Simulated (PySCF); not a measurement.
BrHSSn, SMILES [SH][Sn][Br] (connectivity only; charge and spin as stated), neutral, multiplicity 1. Geometry: r2SCAN-D4/def2-SVP. The def2 effective core potentials stand for the cores of Sn; spin–orbit coupling is left out. One conformer was computed; it need not be the lowest.

These are r2SCAN-D4/def2-SVP (PySCF) values and carry that method's errors.

Harmonic wavenumbers (cm⁻¹): 93, 243, 327, 336, 645, 2673. Rotational constants (GHz): 3.741, 1.293, 0.9610; symmetry number 1.

Work out the zero-point energy and the ideal-gas rigid-rotor harmonic-oscillator thermochemistry at 298.15 K and 1 atm.

ZPE = ½ Σ hcν = ½ × 4318 cm⁻¹ = 6.17 kcal/mol. H − E(el) = 9.89 kcal/mol. Entropy in cal/(mol K): translation 42.22, rotation 28.63, vibration 8.25, total 79.10. G − E(el) = -13.70 kcal/mol. Cp = 15.84 cal/(mol K). Modes under 150 cm⁻¹ make the vibrational entropy uncertain.
